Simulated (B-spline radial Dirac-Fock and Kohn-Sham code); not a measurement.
Calculated with an atomic code on a B-spline grid, using Dirac-Fock energy differences between relaxed states, corrected for Breit and QED terms. K edges are those of the screened (neutral excited atom) model, which lie within a few eV to tens of eV of tabulated edges.

An X-ray tube with a zirconium target emits Kα1 at 15773.4 eV and Kβ1 at 17663.4 eV. K edges of lighter neighbours: Br 13468.5 eV, Kr 14322.4 eV, Rb 15200.7 eV, Sr 16108.9 eV.

Q: Which of these can serve as a Kβ filter, and which fluoresce under Kα1?

A: A Kβ filter needs its edge between the two lines: Sr. Kα1 lies above the K edges of Br, Kr, Rb, which therefore fluoresce.
